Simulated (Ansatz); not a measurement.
Total energies of Ge(OH)4 (GeO4H4) from Ansatz at r2SCAN-D4/def2-TZVPD, gas phase (1 Eh = 27.2114 eV = 2625.5 kJ/mol). The reference geometry is relaxed at PBE-D4/def2-SVP.

```xyz
9

Ge    0.000    0.000    0.000
O    -1.318   -1.047    0.578
H    -1.907   -0.537    1.166
O     1.333   -1.096   -0.437
H     1.311   -1.883    0.141
O     0.303    1.165    1.311
H     0.717    1.969    0.944
O    -0.317    0.978   -1.453
H    -0.121    0.452   -2.251
```

| state | geometry | energy (Eh) |
| --- | --- | --- |
| charge 0 singlet | reference | -2380.41821 |
| charge -1 doublet | reference | -2380.40799 |
| free Ge atom (triplet) | – | -2076.90354 |
| free O atom (triplet) | – | -75.05928 |
| free H atom (doublet) | – | -0.49993 |

(1) Work out the vertical electron affinity, to the doublet.

(2) What is the binding energy per atom against free atoms?

(1) E(charge 0 singlet) − E(charge -1 doublet) = -2380.41821 − (-2380.40799) = -0.01022 Eh = -0.28 eV; negative, so the extra electron isn't bound.

(2) Atoms: 1 × (-2076.90354) + 4 × (-75.05928) + 4 × (-0.49993) = -2379.14038 Eh. Binding: -2379.14038 − (-2380.41821) = 1.27783 Eh = 34.77 eV, or 3.86 eV for each of 9 atoms (no zero-point energy, no counterpoise term).

At r2SCAN-D4/def2-TZVPD the highest occupied level of the charge -1 doublet lies above zero (up to 1.80 eV). By energy differences it is unbound by 0.28 eV (vertical, against the charge 0 singlet, at r2SCAN-D4/def2-TZVPD) and held by the finite basis.
